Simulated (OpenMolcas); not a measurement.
Predicting a hybrid from its neighbours: SiH3Br

The species is SiH3Br (5 atoms), meant as a singlet with charge 0. As SMILES, `[SiH3]Br`. The coordinates come from a PBE0-D4/def2-TZVP relaxation.

The dipole moment y, in D, basis def2-TZVP; a is the functional's share of exact exchange. Programs: OpenMolcas 26.06.

```
functional     program     a  y (D)
      BLYP  OpenMolcas     0   1.20
    revPBE  OpenMolcas     0   1.17
     B3LYP  OpenMolcas   0.2      ?
      PBE0  OpenMolcas  0.25   1.30
     BHLYP  OpenMolcas   0.5   1.40
```

Question: Fit y = c + s·a to the known rows and predict B3LYP.

Answer: 
1. Means of the 4 rows: a = 0.1875, y = 1.268.
2. Σ(Δa)² = 0.17188, Σ(Δa·Δy) = 0.074375, so the slope is 0.074375/0.17188 = 0.43271.
3. Intercept: 1.268 − (0.43271) × 0.1875 = 1.187. The largest residual of the fit is 0.017.
4. B3LYP: 1.187 + (0.43271) × 0.2 = 1.27 D.

The run gave 1.29 D, so the prediction is off by -0.02 D, about the largest residual. More exact exchange makes the molecule more polar here.
